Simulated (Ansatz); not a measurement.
A single point on CH₅ClInN, SMILES `C[NH][InH][Cl]`.

```yaml
crystal:
  periodic: [false, false, false]
  atoms:
    - {symbol: C, position_ang: [0.674218, 0.508034, -1.025377]}
    - {symbol: N, position_ang: [0.658102, -0.131229, 0.270691]}
    - {symbol: In, position_ang: [-0.947045, -0.653778, 1.321458]}
    - {symbol: Cl, position_ang: [-2.862209, -0.068501, 0.109856]}
    - {symbol: H, position_ang: [1.180302, -0.103758, -1.782617]}
    - {symbol: H, position_ang: [-0.347924, 0.672808, -1.371900]}
    - {symbol: H, position_ang: [1.170641, 1.486140, -0.997919]}
    - {symbol: H, position_ang: [1.576195, -0.310832, 0.643631]}
    - {symbol: H, position_ang: [-1.102282, -1.398894, 2.832177]}
basis:
  gaussian: {orbitals: def2-QZVPP}
correlation: {method: mp2}
```

```sh
$ ansatz run in.yaml --threads 4 --pin off --events-out ev --progress --plain --max-ram 10444MiB
```

Shortened log:

```
Functional definition: HF
2505 factors; integrals over basis functions are off by at most 9.1e-4 eV
mean field evaluation 1: about -20242.3037 eV, gradient 4.2e1 eV
mean field evaluation 2: about -20242.4277 eV, gradient 4.2e1 eV
mean field evaluation 4: about -20246.6306 eV, gradient 4.2e0 eV
mean field evaluation 8: about -20246.6957 eV, gradient 2.5e-1 eV
mean field -20246.69605252 eV, -744.0523562266 hartree, gradient 2.4e-6 eV, S^2 0.000000; 0 other end points of the search recorded, 0 dependent functions left out
11 core orbitals not correlated: weight in the atoms' cores, before any rotation towards them, 1.000 or more for the frozen orbitals, at most 0.000 for the correlated occupied ones
reference -20246.69605252 eV, -744.0523562266 hartree; 17, 17 occupied and 388, 388 virtual orbitals, 2505 factors
second order -30.01935242 eV of doubles, -0.00000000 eV of singles
Total energy: -20276.71540494 eV, -745.1555470803 hartree
```

Run time 9 s (4 threads of an Intel Xeon 6975P-C on a shared host); peak host memory 2.1 GiB.
